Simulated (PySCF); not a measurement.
Multinuclear NMR of C$_{4}$H$_{14}$OSi$_{3}$

Numbering as in the mapped SMILES `[CH3:1][C:2]([CH3:3])([SiH3:4])[C:5](=[O:6])[SiH2:7][SiH3:8]`. Hydrogens are named by the atom that carries them.

One computed conformer, no solvent, no relativistic terms, fast rotation and ring inversion assumed for equivalent nuclei. Coordinates at the GFN2-xTB level; NMR shieldings at PBE0/pcSseg-1/GIAO; PySCF.

(1) Predict the ²⁹Si NMR data.

(2) What are the ¹⁷O shifts?

Answers

(1) 
| atoms | environment | σ (ppm) | δ (ppm) |
| --- | --- | --- | --- |
| Si4 | silicon bonded to C, 3 H | 398.9 | -47.9 |
| Si7 | silicon bonded to C, Si, 2 H | 446.7 | -87.2 |
| Si8 | silicon bonded to Si, 3 H | 465.0 | -102.2 |

Shieldings were converted by a linear fit to measured shifts: ²⁹Si (scatter 8.9 ppm rms, 25.8 ppm with the 6 outliers that the fit left out vs TMS, solution or neat liquid). A few per cent of atoms miss by over 2 rms, more outside the fitted compound classes.

On a 500 MHz spectrometer ²⁹Si resonates near 99.3 MHz, so 1 ppm is 99.3 Hz.

(2) 
| atoms | environment | σ (ppm) | δ (ppm) |
| --- | --- | --- | --- |
| O6 | carbonyl oxygen | -506.1 | 727.7 |

Shieldings were converted by a linear fit to measured shifts: ¹⁷O: δ = 266.70 − 0.911σ (rms 10.7 ppm, 155 shifts, 12.2 ppm with the 3 outliers that the fit left out vs liquid water, solution or neat liquid). A few per cent of atoms miss by over 2 rms, more outside the fitted compound classes.

On a 500 MHz spectrometer ¹⁷O resonates near 67.8 MHz, so 1 ppm is 67.8 Hz.
